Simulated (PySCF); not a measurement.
Species: C5H2F2NO (doublet state).
Structure used (GFN2-xTB), in Å, numbered top down from 1:
```
atom  x, y, z in Å
N1    -1.4002    2.5026   -0.6100
C2    -1.4048    1.3623   -0.4149
C3    -1.3687    0.0081   -0.1824
F4    -2.5091   -0.6528    0.0508
C5    -0.1240   -0.7803   -0.1260
O6     0.8420   -0.4086   -1.1421
C7     1.7263   -0.0044   -0.1561
C8     0.9334   -0.3169    0.8674
F9     0.9413   -0.2340    2.1886
H10   -0.3348   -1.8521   -0.1393
H11    2.7040    0.3786   -0.3617
```

The hyperfine couplings belong to this conformer and change with its torsions.

The species is `N#C[C](F)[C@H]1OC=C1F` [radical].

Computed with PySCF, UKS B3LYP, pcH-1 on C F H N O, non-relativistic, mean-field spin-orbit, GIAO. Geometry: GFN2-xTB, one conformer, isolated molecule. A GFN2-xTB geometry isn't a minimum of the functional, and hyperfine couplings can be far from their values at a DFT geometry. The SCF solution wasn't tested for stability.

(1) Give the principal g shifts and their parts.

(2) Average each term over the three axes. Which is largest in size?

(3) What are the electron Larmor frequencies g μB B/h along the three axes at 350 mT?

(4) In a frozen sample, at which fields do the three g values resonate at 9.5, 34, 94 and 263 GHz (hyperfine left aside), and which band first spreads them over more than twice a line width of 0.5 mT?

## Answers

(1) 
```
                    Δg (ppm)     1     2     3
relativistic mass correction  -236  -236  -236
            gauge correction     7    63    50
   orbital Zeeman/spin–orbit   231  2102  2830
                       total     2  1929  2645
```

So g = 2.00232, 2.00425, 2.00496 and g_iso = 2.00384; the tensor is rhombic: the two nearest values differ by 27 % of g3 − g1. Axes: g3 points within 12° of the C3–C5 bond.

(2) The orbital-Zeeman/spin–orbit term 1721, the mass correction -236 and the gauge correction 40 ppm, for a total of 1525 ppm. The orbital-Zeeman/spin–orbit term is the largest in size. The mass correction is the same along every axis, so the anisotropy comes from the other two: their spans along these axes are 56 (gauge) and 2599 ppm (orbital Zeeman/spin–orbit).

(3) 9.8087, 9.8182, 9.8217 GHz for g1, g2 and g3, a range of 12.9 MHz.

(4) 
```json
{"band": "X", "GHz": "9.5", "B(g3) mT": "338.54", "B(g2) mT": "338.66", "B(g1) mT": "338.98", "spread mT": "0.45"}
{"band": "Q", "GHz": "34.0", "B(g3) mT": "1211.60", "B(g2) mT": "1212.04", "B(g1) mT": "1213.20", "spread mT": "1.60"}
{"band": "W", "GHz": "94.0", "B(g3) mT": "3349.73", "B(g2) mT": "3350.92", "B(g1) mT": "3354.15", "spread mT": "4.42"}
{"band": "J", "GHz": "263.0", "B(g3) mT": "9372.12", "B(g2) mT": "9375.46", "B(g1) mT": "9384.49", "spread mT": "12.37"}
```

The spread grows in proportion to the frequency. Q band is the first where it exceeds 1.0 mT.

The largest Mulliken spin populations are on C3 (+0.72), N1 (+0.34), C2 (-0.18) and F4 (+0.07). The angles at C3 add up to 360.0°, so it is planar.

The HOMO–LUMO gaps are 5.76 eV among the α and 3.26 eV among the β orbitals.

Hardware: Arm Neoverse V1, one thread, shared host with 32 logical CPUs at a one-minute load of 27. Cost: 69 s (grids of density and orbitals included), 1.0 GiB resident at most.
